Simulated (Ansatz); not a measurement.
A run for Ansatz (an electronic-structure program): R-wB97M-V/def2-TZVPP on H7NSi2 (SMILES [SiH3]N[SiH3]).

Ansatz 0.2 input:
```yaml
crystal:
  periodic: [false, false, false]
  atoms:
    - {symbol: Si, position_ang: [1.51403622, -0.25132681, 0.32367709]}
    - {symbol: N, position_ang: [-0.00600170, -0.38881717, -0.49080260]}
    - {symbol: Si, position_ang: [-1.50974949, 0.39689564, -0.15287376]}
    - {symbol: H, position_ang: [2.61565311, -0.07292532, -0.65364646]}
    - {symbol: H, position_ang: [1.43405118, 0.92483124, 1.21620107]}
    - {symbol: H, position_ang: [1.83950825, -1.44976480, 1.13818999]}
    - {symbol: H, position_ang: [-0.03698614, -1.07773231, -1.23130999]}
    - {symbol: H, position_ang: [-2.51181180, -0.51696483, 0.45239211]}
    - {symbol: H, position_ang: [-2.10656594, 0.93943719, -1.39786671]}
    - {symbol: H, position_ang: [-1.23213370, 1.49636717, 0.79603926]}
basis:
  gaussian:
    orbitals: def2-TZVPP
hamiltonian:
  xc: {name: wB97M-V}
scf: {lower_state_search: off}
```

Program output:

```
WARN ansatz: RAYON_NUM_THREADS=4 ignored (pool sized by the plan → 4); use --threads N
Functional definition: wB97M-V
these checks for a lower state are left out or cut short: stability, starts, cluster_reference, orbital_swaps, neighbouring_geometries, increment
integrals: 0.18 GiB planned
1150 factors; their error is unknown
integrals: 0.21 GiB planned
281 factors; integrals over basis functions are off by at most 1.1e-5 eV
mean field: 1.45 GiB planned
mean field evaluation 1: about -17354.9930 eV, gradient 4.8e1 eV
mean field evaluation 2: about -17354.2606 eV, gradient 5.0e1 eV
mean field evaluation 4: about -17359.2588 eV, gradient 3.9e-1 eV
mean field evaluation 8: about -17359.2770 eV, gradient 8.7e-3 eV
mean field -17359.27702883 eV, -637.9416642688 hartree, gradient 5.3e-6 eV, S^2 0.000000; 0 other end points of the search recorded, 0 dependent functions left out
reference -17359.27708549 eV, -637.9416663511 hartree; 21, 21 occupied and 192, 192 virtual orbitals, 1150 factors
Total energy: -17359.27708549 eV, -637.9416663511 hartree
Checks for a lower state left out: stability, starts, cluster_reference, orbital_swaps, neighbouring_geometries, increment
```

The run converged.

Cost: around 9 core-seconds (rough).
